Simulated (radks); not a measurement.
Valence configurations of Ge2+ (all share [Ar]). All-electron calculation, scalar-relativistic Kohn-Sham, r2SCAN, spin-polarised, spherical densities, finite nucleus; open shells are filled with parallel spins first; meta-GGA in the generalised Kohn-Sham scheme; Fermi nuclear charge, rms radius 4.0742 fm. Program: a radial shooting solver on a logarithmic mesh with Libxc functionals. Energies are relative to 3d10 4s2; eigenvalues in eV for spin up.

| valence | E (eV) | moment (Bohr magnetons) | e(3d) | e(4p) | e(4s) |
|---|---|---|---|---|---|
| 3d10 4s2 | 0.000 | 0 | -49.996 | - | -29.547 |
| 3d10 4s1.5 4p0.5 | 4.496 | 1 | -50.869 | -20.820 | -30.846 |
| 3d10 4s1 4p1 | 7.910 | 2 | -51.593 | -21.779 | -31.908 |
| 3d9.5 4s2 4p0.5 | 15.962 | 1 | -55.843 | -21.435 | -31.764 |
| 3d10 4p2 | 17.960 | 2 | -53.196 | -22.496 | - |
| 3d9 4s2 4p1 | 33.507 | 2 | -61.799 | -23.087 | -33.847 |
| 3d8.5 4s1.5 4p2 | 56.585 | 4 | -68.517 | -25.426 | -36.764 |
| 3d8.5 4s1 4p2.5 | 59.432 | 5 | -69.053 | -26.045 | -37.497 |
| 3d8 4s2 4p2 | 73.718 | 4 | -74.048 | -26.090 | -37.729 |
| 3d7.5 4s1 4p3.5 | 105.64 | 6 | -81.661 | -28.520 | -40.810 |

NIST lists [Ar] 3d10 4s2 as the ground configuration; this level of theory agrees among the configurations tried. The energies are those of spherical high-spin densities, not of single terms.
